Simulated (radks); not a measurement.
These are the eigenvalues of the occupied orbitals of an atom or ion with whole-number occupations (eV). All-electron calculation, non-relativistic Kohn-Sham, LDA (Slater exchange, Perdew-Wang correlation), spin-unpolarised, spherical densities, point nucleus. Program: a radial shooting solver on a logarithmic mesh with Libxc functionals.

orbital  eigenvalue
1s        -71991.31
2s        -12721.72
2p        -12260.92
3s        -3640.747
3p        -3425.024
3d        -3021.733
4s        -1384.206
4p        -1290.104
4d        -1118.028
4f        -892.7882

Which element is it, and in what charge state? The configuration may be excited.

Answer. Z = 78, platinum, charge +27: Pt27+ in [Kr] 4d10 4f5. The list shows which subshells hold electrons but not how many an open one holds; the 1s level, -2645.6 hartree, gives Z - s = 72.7 by -(Z - s)^2/2, which with screening narrows Z to a few neighbours, and the depths of the outer levels then fix element, charge and occupations together.
